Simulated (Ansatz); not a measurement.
`[F][Al]([SH])[O][SiH3]` + `C[O][GeH]([F])[F]` → `C[O][Al]([F])[SH]` + `[F][GeH]([F])[O][SiH3]`  (redistribution)

Calculated with Ansatz (gas phase, PBE0-D4/def2-TZVP geometries, no zero-point term in ΔE). CCSD(T)/CBS is the MP2 limit (def2-TZVPP, def2-QZVPP) plus CCSD(T) − MP2 in def2-TZVPP, frozen cores. This one scheme is used for every species. Functionals use def2-TZVPP. B3LYP here is the variant with VWN-RPA as its local correlation; programs differ in this. For Ge outer-core shells are correlated without core-valence functions, which leaves a few kJ/mol of doubt a bond. Scalar relativity is left out up to krypton. Each species was taken in one conformer, which may not be the lowest.

`[F][Al]([SH])[O][SiH3]`:

```xyz
9

F     1.020    2.362    1.374
Al    1.164    0.970    0.519
S     3.156    0.324   -0.006
O    -0.190    0.103    0.081
Si   -1.627   -0.586   -0.254
H     2.684   -0.765   -0.637
H    -2.192   -1.197    0.977
H    -2.574    0.434   -0.773
H    -1.442   -1.644   -1.281
```

`C[O][GeH]([F])[F]`:

Z-matrix (Å, degrees):
```
C
O 1 1.421
H 1 1.094 2 111.4
H 1 1.091 2 107.2 3 -118.9
H 1 1.094 2 111.4 3 122.1
Ge 2 1.737 1 120.9 3 -61.0
F 6 1.722 2 109.2 1 -56.1
F 6 1.722 2 109.2 1 56.4
H 6 1.517 2 111.7 1 -179.8
```

`C[O][Al]([F])[SH]`:

```xyz
9

C    -0.168    0.773    1.618
O    -0.446    0.441    0.288
Al    0.172   -0.504   -0.936
F     1.528   -1.415   -0.726
S    -0.839   -0.525   -2.844
H     0.726    0.266    1.996
H    -0.014    1.853    1.706
H    -1.015    0.498    2.254
H     0.056   -1.388   -3.357
```

`[F][GeH]([F])[O][SiH3]`:

Z-matrix (Å, degrees):
```
Ge
F 1 1.718
O 1 1.729 2 108.3
F 1 1.717 2 104.7 3 115.5
H 1 1.517 2 111.3 3 -124.4
Si 3 1.652 1 137.1 2 51.3
H 6 1.483 3 107.9 1 132.7
H 6 1.483 3 108.9 1 -108.2
H 6 1.485 3 110.5 1 12.4
```

(1) Is it downhill or uphill in electronic energy at CCSD(T)/CBS, and by how much? (Best estimate.)

(2) What do these levels give: r2SCAN-D4, ωB97X-V, B3LYP, SCS-MP2/def2-TZVPP, CCSD/def2-TZVPP, MP2/CBS(def2)? (An estimate is asked.)

Largest T1 diagnostic among the species: 0.012.

Results:

(1) Computed: Uphill: ΔE = +15.7 kJ/mol.

(2) Computed: r2SCAN-D4 15.3, ωB97X-V 14.5, B3LYP 14.3, SCS-MP2/def2-TZVPP 15.0, CCSD/def2-TZVPP 15.0, MP2/CBS(def2) 15.6 kJ/mol.
